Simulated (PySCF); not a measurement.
Vertical excitations of a molecule C2H9NOSi2 from TDA-PBE/def2-SVPD in PySCF, as energy in eV (oscillator strength): 3.00 (0.001), 4.38 (0.001), 5.22 (0.001), 5.29 (0.016), 5.39 (0.032), 5.51 (0.061). Lowest triplet (TDA): 2.36 eV. The structure is a stationary point at B3LYP-D3(BJ)/def2-SVP. One conformer was computed; it need not be the lowest.

Q: Identify the compound among the candidates.
(A) N[Si]1([SiH3])COC1
(B) C[Si@H]1OC[Si@@H]1N
(C) C[SiH2]/N=C\[SiH2]O
(D) OC/C=N\[SiH2][SiH3]

A: C, C[SiH2]/N=C\[SiH2]O
